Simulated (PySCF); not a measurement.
NMR data sheet: C$_{4}$HF$_{5}$

```
Formula                               : C4HF5
SMILES                                : C#CC(F)(F)C(F)(F)F
Point group of the computed structure : Cs
Degrees of unsaturation               : 2
Carbon signals                        : 4
Proton signals                        : 1
```

Atoms are numbered as in `[CH:1]#[C:2][C:3]([F:4])([F:5])[C:6]([F:7])([F:8])[F:9]`; H(Xn) means a hydrogen on atom n.

[PySCF 2.14.0 with density-fitted response routines: GIAO HF/pcSseg-2 shieldings; spin–spin couplings from B3LYP/pcJ-1 (spin–dipole term only in couplings to heteroatoms); structure optimised with PBE0-D3(BJ)/def2-SVP; non-relativistic Hamiltonian; equivalent nuclei averaged; one conformer; gas phase]

Chemical shifts δ = σref − σ; TMS for 1H (31.68 ppm) and 13C (191.47 ppm); CFCl3 for 19F (245.28 ppm), all at this level.

| carbon | δC, type | δH (multiplicity, J in Hz) | HMBC from (abs. J ≥ 3 Hz) | span of the C tensor (ppm) |
| --- | --- | --- | --- | --- |
| C1 | 89.5, CH | 3.14 (t, 6.4) | – | 208 |
| C2 | 71.6, C | – | H(C1) | 286 |
| C3 | 97.6, C | – | H(C1) | 18 |
| C6 | 110.1, C | – | – | 9 |

Other nuclei:
```csv
atoms,nucleus,environment,δ (ppm),σ (ppm)
F7/F8/F9,19F,fluorine of a CF3 group,-66.8,312.1
F4/F5,19F,fluorine of a CF2 group,-88.4,333.7
```

Selected couplings (Hz, signed; the shortest-range and largest first, 30 at most; isotopes 13C, 19F, 1H): 1J(C6,F7) -354.9, 1J(C3,F4) -306.1, 1J(C1,H(C1)) 282.8, 2J(C3,F7) 43.2, 2J(C2,F4) 38.3, 2J(F4,C6) 35.9, 3J(F4,F7) -9.7, 3J(C1,F4) 4.6, 4J(F4,H(C1)) -6.4.

Carbon types of the structure: 3 × C, 1 × CH, which accounts for all hydrogens. δC 110.1: CF3 carbon; 3 electronegative neighbours deshield it. δC 97.6: propargylic fully substituted sp3 carbon bonded to 2 F; 2 electronegative neighbours deshield it. δC 89.5: terminal alkyne carbon; sp carbons lie upfield of alkene carbons because the cylindrical π system leaves one tensor component strongly shielded. δC 71.6: alkyne carbon; sp carbons lie upfield of alkene carbons because the cylindrical π system leaves one tensor component strongly shielded. δH 3.14: hydrogen on a terminal alkyne carbon; it lies on the axis of the triple bond, in its shielding cone.

C–F couplings over four or more bonds (about 3 Hz to the para carbon of a fluoroarene) are left out. Common functionals overestimate the size of one-bond C–F couplings by tens of Hz; these are unscaled. Splittings below 1 Hz are ignored in the labels, and close J values are merged. Shifts are as computed, not scaled to solution data. Of 1211 compounds with measured shifts, 218 miss one by over three times the rms of a fit or turn the order of signals round; such compounds aren't used in these exercises. Unscaled 19F shifts against computed CFCl3 carry errors that often reach 10 to 50 ppm.
